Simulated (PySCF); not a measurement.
Finite-field polarisability of Ga (gallium, neutral)

[Ar] 3d10 4s2 4p1, 2P determinant. Computed with PySCF 2.14 in aug-cc-pVTZ-PP with ECP10MDF, with a scalar-relativistic core potential. Frozen: 3s2 3p6 3d10. Energy changes in a uniform field (μhartree):

```tsv
axis	F (au)	HF	MP2	CCSD	CCSD(T)
x	0.0021	-100.530	-99.818	-98.020	-98.158
x	0.0042	-402.493	-399.638	-392.436	-392.987
y	0.0016	-104.589	-102.426	-100.645	-100.670
y	0.0032	-420.109	-411.339	-404.126	-404.218
```

By symmetry the remaining axis equals x.

Problem. Derive α along x at CCSD(T) from the two fields.

Solution. With ΔE = −αF²/2 − γF⁴/24, α = −(16 ΔE(F) − ΔE(2F))/(6F²) = 44.50 bohr³.

Problem. And the mean polarisability at each level?

Solution. The components xx, yy, zz at CCSD(T) are 44.50, 78.55, 44.50, the third axis being equal by symmetry to one of the two computed. Means: HF 57.58, MP2 56.81, CCSD 55.80, CCSD(T) 55.85 bohr³. Reference: 50 ± 3 bohr³ (recommended; Schwerdtfeger and Nagle, table of static dipole polarizabilities (2023 update)).

CCSD(T) lies more than 5 % above the reference; correlation of the frozen inner shells, absent here, would lower it.
